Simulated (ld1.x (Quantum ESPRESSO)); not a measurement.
## How hard is this W TM potential?

- Element: tungsten
- Generator: ld1.x (Quantum ESPRESSO) 7.5
- Type: norm-conserving Troullier–Martins (Kleinman–Bylander form)
- Functional: PBEsol
- Relativity: scalar-relativistic
- Frozen core: [Xe] 4f14
- Valence charge: 6
- Reference configuration: 5d4 6s2 6p0
- Partial waves: 6s (bound): rc 2.35 bohr; 6p (bound, empty): rc 3.50 bohr; 5d (bound): rc 1.60 bohr
- Local potential: all-electron potential smoothed inside 3.40 bohr (lloc = -2)
- Core correction: Bessel-smoothed model core inside 1.15 bohr

The pseudo-atom Hamiltonian at the reference potential is diagonalised in spherical Bessel functions j_l(qr) that vanish at 20 bohr, with q² up to the cutoff. All-electron valence levels (Ry): 6s -0.4223, 6p -0.0979, 5d -0.3316.

Q: How do the lowest levels (Ry) of each channel move with the cutoff, and are there ghosts?

A:

```csv
cutoff (Ry),s #1,s #2,p #1,d #1,d #2,f #1,f #2,Σ f·Δε (mRy)
8,-0.4170,0.0053,-0.0978,-0.0073,0.0756,0.1102,0.2317,1308.0
15,-0.4214,0.0049,-0.0979,-0.2226,0.0632,0.1102,0.2317,437.6
21,-0.4219,0.0049,-0.0979,-0.3139,0.0619,0.1102,0.2317,71.6
35,-0.4223,0.0048,-0.0979,-0.3313,0.0617,0.1102,0.2317,1.4
45,-0.4223,0.0048,-0.0979,-0.3314,0.0617,0.1102,0.2317,1.1
60,-0.4223,0.0048,-0.0979,-0.3316,0.0617,0.1102,0.2317,0.1
400,-0.4223,0.0048,-0.0979,-0.3316,0.0617,0.1102,0.2317,0.0
```

Result: no extra level below or beside the all-electron valence levels (s, p, d, f tested); 10 mRy is reached at 30 Ry and 1 mRy at 50 Ry.

Its largest configuration-test error is -851 meV.
